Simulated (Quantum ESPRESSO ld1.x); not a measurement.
Values are calculated unless marked as measured or tabulated.
Problem. These are the eigenvalues of the occupied orbitals of an atom or ion with whole-number occupations (hartree). Code: ld1.x of Quantum ESPRESSO 7.5. Model: Dirac Kohn-Sham, PBE, spin-unpolarised, spherical densities, point nucleus.

| orbital | eigenvalue |
|---|---|
| 1s1/2 | -238.301 |
| 2s1/2 | -29.4397 |
| 2p1/2 | -25.5125 |
| 2p3/2 | -25.1294 |
| 3s1/2 | -5.13657 |
| 3p1/2 | -3.99961 |
| 3p3/2 | -3.94962 |
| 3d3/2 | -2.13608 |
| 7d3/2 | -0.19063 |

Which element is it, and in what charge state? The configuration may be excited. Open shells, if any, fill j = l - 1/2 first.

Solution. Z = 25, manganese, charge +3: Mn3+ in [Ar] 3d3 7d1. The list shows which subshells hold electrons but not how many an open one holds; the 1s level, -238.3 hartree, gives Z - s = 21.8 by -(Z - s)^2/2, which with screening and relativity narrows Z to a few neighbours, and the depths of the outer levels then fix element, charge and occupations together.
